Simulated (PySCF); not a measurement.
C₂H₆N₂OSi, SMILES C[Si@@H](N)OC#N. Coordinates come from a r2SCAN-D4/def2-SVP optimisation. The structure was generated by enumeration; whether it is a known compound was not checked. Other conformers were not sampled.

Computed equilibrium geometry at r2SCAN-D4/def2-SVP (PySCF confirms it by a frequency run) as bond lengths and angles (one conformer of several):
Atoms: C1 Si2 N3 O4 C5 N6 H7 H8 H9 H10 H11 H12. Bonded distances (Å): C1–Si2 1.852, C1–H7 1.102, C1–H8 1.102, C1–H9 1.101, Si2–N3 1.701, Si2–O4 1.754, Si2–H10 1.484, N3–H11 1.015, N3–H12 1.015, O4–C5 1.278, C5–N6 1.170. Bond angles (°): Si2–C1–H7 110.7, Si2–C1–H8 110.7, Si2–C1–H9 111.2, H7–C1–H8 107.5, H7–C1–H9 108.2, H8–C1–H9 108.3, C1–Si2–N3 112.7, C1–Si2–O4 105.4, C1–Si2–H10 115.7, N3–Si2–O4 108.8, N3–Si2–H10 109.2, O4–Si2–H10 104.4, Si2–N3–H11 121.9, Si2–N3–H12 121.7, H11–N3–H12 111.5, Si2–O4–C5 123.8, O4–C5–N6 179.1.
Charge 0, spin multiplicity 1.
